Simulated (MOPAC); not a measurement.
MOPAC input (PM6):

```
PM6 1SCF GEO-OK AUX(PRECISION=9) THREADS=1
C2H8GeO

C     2.88887800 1   -0.12196200 1    0.02848600 1
C     1.50410600 1   -0.00348300 1   -0.57444300 1
O     0.54113900 1   -0.07019000 1    0.47019000 1
Ge   -1.19387400 1    0.04425500 1    0.04858500 1
H     2.99266600 1   -1.06981600 1    0.55834200 1
H     3.06511900 1    0.68818700 1    0.73739100 1
H     3.65117100 1   -0.07385400 1   -0.75232500 1
H     1.41124400 1    0.94568600 1   -1.11980200 1
H     1.33877500 1   -0.81268500 1   -1.29888900 1
H    -1.92854800 1   -0.06196200 1    1.38877800 1
H    -1.45504800 1    1.39549600 1   -0.64925800 1
H    -1.55843300 1   -1.11302800 1   -0.90474700 1
```

From the output:

```
                                                       MOPAC v23.2.5 Linux

          FINAL HEAT OF FORMATION =        -33.93388 KCAL/MOL =    -141.97936 KJ/MOL

          COSMO AREA              =        129.13 SQUARE ANGSTROMS
          COSMO VOLUME            =        116.81 CUBIC ANGSTROMS

          IONIZATION POTENTIAL    =          9.701082 EV
          HOMO LUMO ENERGIES (EV) =         -9.701  0.672
          NO. OF FILLED LEVELS    =         13
          MOLECULAR WEIGHT        =        120.6746         POINT GROUP:  Cs

          MOLECULAR DIMENSIONS (Angstroms)

            Atom       Atom       Distance
            H    10    H     7     5.97643
            H     5    H    11     3.66667
            H    12    H     6     3.48019

          SCF CALCULATIONS        =          1

   ATOM   CHEMICAL          X               Y               Z
  NUMBER   SYMBOL      (ANGSTROMS)     (ANGSTROMS)     (ANGSTROMS)

     1       C          2.88887800  *  -0.12196200  *   0.02848600  *
     2       C          1.50410600  *  -0.00348300  *  -0.57444300  *
     3       O          0.54113900  *  -0.07019000  *   0.47019000  *
     4      Ge         -1.19387400  *   0.04425500  *   0.04858500  *
     5       H          2.99266600  *  -1.06981600  *   0.55834200  *
     6       H          3.06511900  *   0.68818700  *   0.73739100  *
     7       H          3.65117100  *  -0.07385400  *  -0.75232500  *
     8       H          1.41124400  *   0.94568600  *  -1.11980200  *
     9       H          1.33877500  *  -0.81268500  *  -1.29888900  *
    10       H         -1.92854800  *  -0.06196200  *   1.38877800  *
    11       H         -1.45504800  *   1.39549600  *  -0.64925800  *
    12       H         -1.55843300  *  -1.11302800  *  -0.90474700  *

                             CARTESIAN COORDINATES

   1    C        2.888878000    -0.121962000     0.028486000
   2    C        1.504106000    -0.003483000    -0.574443000
   3    O        0.541139000    -0.070190000     0.470190000
   4   Ge       -1.193874000     0.044255000     0.048585000
   5    H        2.992666000    -1.069816000     0.558342000
   6    H        3.065119000     0.688187000     0.737391000
   7    H        3.651171000    -0.073854000    -0.752325000
   8    H        1.411244000     0.945686000    -1.119802000
   9    H        1.338775000    -0.812685000    -1.298889000
  10    H       -1.928548000    -0.061962000     1.388778000
  11    H       -1.455048000     1.395496000    -0.649258000
  12    H       -1.558433000    -1.113028000    -0.904747000

           Empirical Formula: C2 H8 O Ge  =    12 atoms

      MOLECULAR POINT GROUP   :   Cs

                  EIGENVALUES
 -28.68454 -25.95612 -21.36196 -19.48563 -15.95556 -15.94267 -14.19795 -13.02775
 -13.01854 -11.74249 -11.72892 -10.79766  -9.70108   0.67200   2.57944   2.62064
   2.97878   4.08048   4.62699   5.59201   5.87463   6.06245   6.23277   7.03259

              NET ATOMIC CHARGES AND DIPOLE CONTRIBUTIONS

  ATOM NO.   TYPE          CHARGE      No. of ELECS.   s-Pop       p-Pop
    1          C          -0.503132        4.5031     1.08575     3.41738
    2          C           0.096086        3.9039     1.07518     2.82874
    3          O          -0.630222        6.6302     1.78842     4.84180
    4         Ge           0.226959        3.7730     1.18444     2.58861
    5          H           0.167691        0.8323     0.83231
    6          H           0.167691        0.8323     0.83231
    7          H           0.151039        0.8490     0.84896
    8          H           0.091267        0.9087     0.90873
    9          H           0.091267        0.9087     0.90873
   10          H           0.073558        0.9264     0.92644
   11          H           0.033899        0.9661     0.96610
   12          H           0.033899        0.9661     0.96610
 DIPOLE           X         Y         Z       TOTAL
 POINT-CHG.    -1.665     0.275    -2.029     2.639
 HYBRID         0.394    -0.038     0.213     0.449
 SUM           -1.272     0.237    -1.816     2.230

          ATOMIC ORBITAL ELECTRON POPULATIONS

     Atom    s        px        py        pz
    1  C   1.08575   1.05695   1.19666   1.16377
    2  C   1.07518   0.85576   1.08971   0.88327
    3  O   1.78842   1.35485   1.95165   1.53531
    4 Ge   1.18444   0.62709   0.98139   0.98014
    5  H   0.83231
    6  H   0.83231
    7  H   0.84896
    8  H   0.90873
    9  H   0.90873
   10  H   0.92644
   11  H   0.96610
   12  H   0.96610

 **********************
 *                    *
 * JOB ENDED NORMALLY *
 *                    *
 **********************

 == MOPAC DONE ==
```

The geometry given is a B3LYP-D3(BJ)/def2-TZVP minimum.
